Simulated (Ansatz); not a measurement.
`N=C=C(F)[SeH]` + CH₃OH → `OC[SeH]` + `N=C=CF`  (formal exchange of groups at the Se–C bond)

Isolated molecules relaxed with PBE0-D4/def2-TZVP in Ansatz; ΔE leaves out vibrations. CCSD(T)/CBS is the MP2 limit (def2-TZVPP, def2-QZVPP) plus CCSD(T) − MP2 in def2-TZVPP, frozen cores. This one scheme is used for every species. DFT in def2-TZVPP. For Se outer-core shells are correlated without core-valence functions, which leaves a few kJ/mol of doubt a bond. Scalar relativity is left out up to krypton. Each species was taken in one conformer, which may not be the lowest.

`N=C=C(F)[SeH]`:

Cartesian coordinates in Å:
```
N 1.172 -1.471 0.720
C 0.517 -0.471 0.481
C -0.287 0.552 0.325
F 0.007 1.745 0.880
Se -1.902 0.353 -0.608
H 1.935 -1.669 0.074
H -1.441 0.961 -1.872
```

CH₃OH:

Cartesian coordinates in Å:
```
C -0.090 -0.200 0.281
O 0.652 0.184 -0.854
H 0.361 -1.117 0.662
H -1.140 -0.410 0.043
H -0.054 0.554 1.077
H 0.271 0.989 -1.209
```

`OC[SeH]`:

Z-matrix (Å, degrees):
```
C
Se 1 1.972
O 1 1.389 2 115.1
H 1 1.089 2 105.2 3 -117.8
H 1 1.093 2 106.5 3 126.5
H 2 1.469 1 94.9 3 -93.9
H 3 0.961 1 109.0 2 57.7
```

`N=C=CF`:

Cartesian coordinates in Å:
```
N 0.800 -1.381 0.206
C 0.151 -0.357 0.059
C -0.665 0.660 -0.059
F -1.019 1.136 -1.266
H 1.810 -1.245 0.270
H -1.077 1.186 0.790
```

(1) Is it downhill or uphill in electronic energy at CCSD(T)/CBS, and by how much? (An estimate is asked.)

(2) What do these levels give: PBE-D4, r2SCAN-D4, ωB97X-V, ωB97M-V, B2PLYP, PBE, r2SCAN, MP2/def2-TZVPP, CCSD/def2-TZVPP, MP2/def2-QZVPP, MP2/CBS(def2), CCSD/CBS(def2)? (Best estimate.)

Largest T1 diagnostic among the species: 0.014.

## Answers

(1) Ansatz gave: Nearly level: ΔE = -2.1 kJ/mol.

(2) Ansatz gave: PBE-D4 2.6, r2SCAN-D4 1.6, ωB97X-V -0.6, ωB97M-V -1.6, B2PLYP 0.0, PBE 1.3, r2SCAN 1.2, MP2/def2-TZVPP 3.5, CCSD/def2-TZVPP -2.7, MP2/def2-QZVPP 3.1, MP2/CBS(def2) 2.6, CCSD/CBS(def2) -3.5 kJ/mol.

In def2-TZVPP, CCSD(T) changes the Hartree–Fock value by +5.0 kJ/mol (the triples alone add +1.4 kJ/mol) and MP2 by +9.7 kJ/mol.
